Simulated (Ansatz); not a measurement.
## Which is lower?

The two ends of one reaction step of BH5O3, singlet (PBE0-D4/def2-TZVP).

A:

```
9
angstrom
B -0.4541 0.2210 -0.6085
O 0.5868 0.9813 -0.1513
O -0.7428 -0.9719 -0.0115
O -1.2027 0.6592 -1.6637
H 1.5987 -0.4738 1.9169
H 1.5740 -1.0860 2.3464
H 0.6880 1.7942 -0.6510
H -0.1464 -1.1667 0.7154
H -1.9014 0.0427 -1.8926
```

B:

B1  (-0.556, -0.942, 0.197)
O2  (1.934, 1.952, -0.215)
O3  (-1.505, -1.770, -0.310)
O4  (-0.516, 0.347, -0.236)
H5  (1.933, 2.385, 0.641)
H6  (0.247, -1.289, 1.012)
H7  (1.117, 1.438, -0.234)
H8  (-1.466, -2.660, 0.043)
H9  (-1.189, 0.540, -0.898)
(Å)

Ansatz 0.2.0; basis: def2-TZVPP; cores frozen in the correlated methods. B3LYP uses VWN-RPA correlation.

**Question.** Which structure is lower at CCSD(T), and by how much? (Judge from chemistry; the value comes from the calculation.)

**Answer.** Computed: A, by 87.1 kJ/mol (electronic energy, against the other). By their contacts, A is a complex of BH₃O₃ ([OH][B]([OH])[OH]) + H₂ and B is a complex of BH₃O₂ ([OH][BH][OH]) + H₂O.

All methods give the same order:

```json
{"method": "SPW92", "E(B) − E(A) (kJ/mol)": "88.7"}
{"method": "PBE-D4", "E(B) − E(A) (kJ/mol)": "83.7"}
{"method": "BLYP-D4", "E(B) − E(A) (kJ/mol)": "85.4"}
{"method": "r2SCAN-D4", "E(B) − E(A) (kJ/mol)": "93.4"}
{"method": "B97M-V", "E(B) − E(A) (kJ/mol)": "93.3"}
{"method": "PBE0-D4", "E(B) − E(A) (kJ/mol)": "85.7"}
{"method": "B3LYP-D4", "E(B) − E(A) (kJ/mol)": "86.8"}
{"method": "r2SCAN0-D4", "E(B) − E(A) (kJ/mol)": "93.0"}
{"method": "BHLYP-D4", "E(B) − E(A) (kJ/mol)": "89.1"}
{"method": "CAM-B3LYP-D4", "E(B) − E(A) (kJ/mol)": "87.8"}
{"method": "wB97X-V", "E(B) − E(A) (kJ/mol)": "87.1"}
{"method": "wB97M-V", "E(B) − E(A) (kJ/mol)": "88.6"}
{"method": "B2PLYP", "E(B) − E(A) (kJ/mol)": "86.0"}
{"method": "PBE-QIDH", "E(B) − E(A) (kJ/mol)": "88.0"}
{"method": "RPA on PBE", "E(B) − E(A) (kJ/mol)": "84.2"}
{"method": "HF", "E(B) − E(A) (kJ/mol)": "89.5"}
{"method": "MP2", "E(B) − E(A) (kJ/mol)": "89.1"}
{"method": "CCSD", "E(B) − E(A) (kJ/mol)": "86.4"}
{"method": "CCSD(T)", "E(B) − E(A) (kJ/mol)": "87.1"}
```

T1 diagnostic: at most 0.012.

Labels in which every atom is bracketed show which atoms are joined, not bond orders.

For scale, one of the runs: CCSD(T)/def2-TZVPP, 194 basis functions (an equivalent command: `ansatz run in.yaml --threads 4`). Hardware: 4 CPU threads, shared host. Wall time 43 s; peak host memory 2.4 GiB.
